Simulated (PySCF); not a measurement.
# How methods differ on the excitation energy of Br

Br [Ar] 3d10 4s2 4p5 (2P) → Br [Ar] 3d10 4s1 4p6 (2S), as a difference of total energies. Calculation: PySCF 2.14, in aug-cc-pVTZ-PP with one added diffuse shell each of s, d, f type with ECP10MDF (7s5p5d3f, 68 functions); scalar relativity through the core potential. Correlated levels: valence: 3s2 3p6 3d10 frozen. The calculations carry no spin-orbit coupling.

| method | excitation energy (eV) |
| --- | --- |
| UHF | 15.125 |
| LDA | 12.366 |
| PBE | 12.364 |
| PBE0 | 13.063 |
| r2SCAN | 12.933 |
| CAM-B3LYP | 13.275 |
| B2PLYP | 12.958 |
| r2SCANh | 13.137 |
| M06 | 13.028 |
| MP2 (valence) | 13.064 |
| SCS-MP2 (valence) | 12.838 |

**Question.** How much does correlation contribute at MP2 (valence)?

**Answer.** 13.064 − (15.125) = -2.061 eV, measured against UHF.

The upper state lies above the first ionisation limit, where it may autoionise and the basis confines it.
